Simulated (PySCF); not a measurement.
## Stationary points of ZrOF₂

Computed with PBE0/[Zr def2-TZVP with ECP28, O def2-TZVP, F def2-TZVP], scalar-relativistic core potentials, density fitting, no spin–orbit coupling, PySCF.

Relaxations began from a few typed shapes. The search is not exhaustive: other isomers or separated fragments can lie lower, and high-lying points may rest on an excited occupation.

```tsv
spin	group	bonds	angles	imaginary modes (cm⁻¹)	ΔE (kJ/mol)	ΔE with ZPE (kJ/mol)
singlet	Cs	Zr–F 1.934 Å (×2), Zr–O 1.736 Å	F–Zr–F 120.2°, F–Zr–O 111.9° (×2)	none	0.0	0.0
singlet	C2v	Zr–F 1.944 Å (×2), Zr–O 1.737 Å	F–Zr–F 129.6°, F–Zr–O 115.2° (×2)	88i	4.0	–
```

The lowest minimum found is the singlet Cs: Zr–F 1.934 Å (×2), Zr–O 1.736 Å; F–Zr–F 120.2°, F–Zr–O 111.9° (×2).

Formally Zr is in oxidation state +4, d0. The polar-tensor charge on Zr, 2.54, is below the formal one.
